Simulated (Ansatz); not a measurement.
One change: `CO[SiH]1C=N1` becomes `C[SiH2][SiH]1C=N1`.

Ansatz, PBE0-D4/def2-TZVP geometries, multiplicity 1. Each molecule was computed in one conformer, which needn't be the lowest.

```csv
property,`CO[SiH]1C=N1`
size of the dipole moment (ωB97M-V/def2-TZVPP) / D,2.61
HOMO energy (PBE/def2-TZVPP) / eV,-5.19
LUMO energy (PBE/def2-TZVPP) / eV,-1.93
HOMO–LUMO gap (B3LYP/def2-TZVPP) / eV,5.27
LUMO energy (ωB97M-V/def2-TZVPP) / eV,1.59
HOMO–LUMO gap (PBE/def2-TZVPP) / eV,3.27
```

(1) Give the same properties after the change, and the shifts. (Best estimate.)

Results:

(1) Computed: 
| property | `C[SiH2][SiH]1C=N1` | shift |
| --- | --- | --- |
| size of the dipole moment (ωB97M-V/def2-TZVPP) / D | 1.82 | -0.79 |
| HOMO energy (PBE/def2-TZVPP) / eV | -5.42 | -0.23 |
| LUMO energy (PBE/def2-TZVPP) / eV | -1.94 | -0.01 |
| HOMO–LUMO gap (B3LYP/def2-TZVPP) / eV | 5.22 | -0.05 |
| LUMO energy (ωB97M-V/def2-TZVPP) / eV | 0.90 | -0.69 |
| HOMO–LUMO gap (PBE/def2-TZVPP) / eV | 3.48 | 0.21 |

With PBE0 the HOMO falls by 0.09 eV and the LUMO falls by 0.18 eV, so the gap narrows by about 0.09 eV. PBE moves the HOMO by -0.23 eV and ωB97M-V by -0.01 eV. Dipoles are sizes alone; their direction can turn.

B3LYP here is the variant with VWN-RPA as its local correlation; programs differ in this.
